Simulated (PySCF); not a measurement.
CH3N2S, SMILES [NH]C(=S)N (connectivity only; charge and spin as stated), charge -1, multiplicity 1.

The structure is a stationary point at r2SCAN-D4/def2-SVPD. The multiplicity is an assumed one; other spin states were not compared. The isomer is the one that the SMILES or the coordinates give; other isomers of the formula were not compared. The values are those of a single conformer.

Two levels are set side by side: PBE/def2-TZVPD (PySCF) and HF/def2-TZVPD (PySCF). Same geometry, gas phase. Differences are taken from unrounded values.

```csv
quantity,PBE
orbital gap (eV),3.13
highest occupied level (eV),0.34
lowest empty level (eV),3.47
mean polarisability (bohr³),80.3
```

Problem. These are the PBE values. What does HF give? (An estimate is asked for; the answer gives what the named calculation found.)

Solution. 
| quantity | HF | PBE minus HF |
|---|---|---|
| orbital gap (eV) | 8.14 | -5.01 |
| highest occupied level (eV) | -3.32 | 3.65 |
| lowest empty level (eV) | 4.82 | -1.36 |
| mean polarisability (bohr³) | 65.0 | 15.3 |

PBE's occupied levels lie high since its potential decays too fast outside the molecule; exact exchange lowers them and widens the gap. PBE's more diffuse valence density responds more strongly to a field. Differences between two approximate levels are no errors against the true value.

Rough cost on one machine, each run with all the roots and properties that it gave: HF against PBE about 1/3.
